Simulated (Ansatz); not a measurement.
C$_{2}$H$_{8}$BClOSi (SMILES CB(C)O[SiH2]Cl), singlet, geometry from GFN2-xTB; CASSCF(2,3)/STO-3G run with Ansatz (a program for electronic structure).

Ansatz was given this input:
Ansatz 0.2 input:
```yaml
crystal:
  periodic: [false, false, false]
  atoms:
    - {symbol: Si, position_ang: [1.19799823, 0.09633283, -0.61924881]}
    - {symbol: Cl, position_ang: [2.14028113, -0.01775424, 1.14763688]}
    - {symbol: O, position_ang: [-0.34481612, -0.23344557, -0.34423525]}
    - {symbol: B, position_ang: [-1.66327663, -0.06243611, -0.27194409]}
    - {symbol: C, position_ang: [-2.56094042, -1.25075310, 0.28205885]}
    - {symbol: C, position_ang: [-2.32047124, 1.30777580, -0.74093671]}
    - {symbol: H, position_ang: [1.39615770, 1.44167584, -1.15253796]}
    - {symbol: H, position_ang: [1.65082384, -0.96125736, -1.51271438]}
    - {symbol: H, position_ang: [-2.79024172, -1.07422427, 1.33212038]}
    - {symbol: H, position_ang: [-3.51378682, -1.32601423, -0.23507545]}
    - {symbol: H, position_ang: [-2.06024292, -2.21354903, 0.22333571]}
    - {symbol: H, position_ang: [-1.60664319, 2.12755038, -0.75793881]}
    - {symbol: H, position_ang: [-2.70765085, 1.19835735, -1.75307823]}
    - {symbol: H, position_ang: [-3.16178818, 1.59823258, -0.11758518]}
basis:
  gaussian:
    orbitals: STO-3G
hamiltonian:
  xc: hf
magnetization: {spin_polarized: false}
correlation: {active_space: {window: {electrons: 2, orbitals: 3}}}
```

Output, abridged:

```
Functional definition: HF
582 factors; integrals over basis functions are off by at most 7.8e-5 eV
mean field evaluation 1: about -24978.7330 eV, gradient 2.3e1 eV
mean field evaluation 2: about -24978.9034 eV, gradient 2.3e1 eV
mean field evaluation 4: about -24981.0324 eV, gradient 1.8e0 eV
mean field evaluation 8: about -24981.0449 eV, gradient 2.2e-5 eV
mean field -24981.04489243 eV, -918.0364670362 hartree, gradient 1.2e-6 eV, S^2 0.000000; 0 other end points of the search recorded, 0 dependent functions left out
reference -24981.04489243 eV, -918.0364670362 hartree; 32, 32 occupied and 14, 14 virtual orbitals, 582 factors
state -24981.47562990 eV, -918.0522963464 hartree
2 active orbitals were swapped for others, from the solution at -24981.31387273 eV, -918.0463518800 hartree to that at -24981.47562990 eV, -918.0522963464 hartree; typed "places" are swapped only where nearly empty or full, and so, without "given_window_search", are "orbital_numbers", "shells" and a window whose orbitals a file names under [Active]
Total energy: -24981.47562990 eV, -918.0522963464 hartree
```
